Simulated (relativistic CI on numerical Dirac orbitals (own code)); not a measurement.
What each ingredient does to the levels of Lu L

Base calculation: Dirac-Coulomb-Breit CI, separate exchange-only KLI orbitals for each configuration, model QED, unscaled Slater integrals.

Configuration list (outside the closed core [Ne]): 3s2.3p6.3d4, 3s2.3p5.3d5, 3s.3p6.3d5, 3s2.3p6.3d3.4s, 3s2.3p6.3d3.4p, 3s2.3p6.3d3.4d, 3s2.3p5.3d4.4s, 3s2.3p6.3d3.4f, 3s2.3p5.3d4.4p, 3s.3p6.3d4.4s, 3p6.3d5.4p, 3s.3p6.3d4.4p, 3s2.3p6.3d2.4s.4p, 3s2.3p6.3d3.5s, 3s.3p6.3d4.4d, 3s2.3p6.3d3.5p, 3s2.3p6.3d3.5d, 3s2.3p6.3d3.5g, 3s2.3p6.3d3.6s, 3p6.3d6, 3p5.3d7, 3p5.3d6.4s, 3p6.3d5.4s, 3p5.3d5.4s2, 3s2.3p6.3d2.4s2, 3s2.3p6.3d.4s2.4p, 3s2.3p6.3d.4s2.4d, 3s2.3p6.3d2.4p2, 3s2.3p6.3d.4s.4p2, 3s2.3p6.3d.4p3, 3s2.3p6.3d.4p2.4d, 3s2.3p5.3d2.4s.4p2, 3s2.3p6.3d2.4s.4d, 3s2.3p6.3d.4s.4p.4d, 3s2.3p6.3d.4s.4d2, 3s2.3p5.3d2.4s2.4d, 3s.3p6.3d3.4s2, 3s.3p6.3d2.4s2.4p, 3s.3p6.3d2.4s2.4d. Double excitations out of closed p, d and f shells are left out; levels of such configurations are missing from the list, as are those of other unlisted configurations, and high levels can miss mixing partners. These lack a partner that the ground configuration has and come out too high: 3s2.3p5.3d4.4p.

Variants: (1) Breit term removed; (2) one mean potential for all configurations. Shifts of the energy above 3s2.3p6.3d4 3P_0, in cm⁻¹, for the lowest level and the first level of each name with at least 55 % of one term (blank where a level changes its place among those of its configuration and J or its character, or is not in the variant):

```json
{"Level": "3s2.3p6.3d4 3P_0", "Base": "0", "Δ(1)": "0", "Δ(2)": "0"}
{"Level": "3s2.3p6.3d4 5D_1", "Base": "410095", "Δ(1)": "+12224", "Δ(2)": "+63"}
{"Level": "3s2.3p6.3d4 5D_0", "Base": "891069", "Δ(1)": "+22314", "Δ(2)": "+130"}
{"Level": "3s2.3p6.3d4 3H_5", "Base": "957379", "Δ(1)": "+39434", "Δ(2)": "+137"}
{"Level": "3s2.3p6.3d4 3G_4", "Base": "1025864", "Δ(1)": "+37919", "Δ(2)": "+138"}
{"Level": "3s2.3p6.3d4 3G_5", "Base": "1452749", "Δ(1)": "+51221", "Δ(2)": "+206"}
{"Level": "3s2.3p6.3d4 1S_0", "Base": "1609501", "Δ(1)": "+37502", "Δ(2)": "+192"}
{"Level": "3s2.3p6.3d4 1G_4", "Base": "1664446", "Δ(1)": "+44384", "Δ(2)": "+201"}
```

At this charge energies of transitions that change n are usually good to better than 1 %, and those within a shell (Δn = 0) to a few per cent.

Ionisation energy from the two ground configurations alone: base 4403.35 eV; Breit term removed 4407.46 eV. The NIST ASD value (theoretical) is 4403 eV.

LS names give the leading component of a level, which can be under half, so a name can repeat, a term be missing and a line seem to break the LS rules.
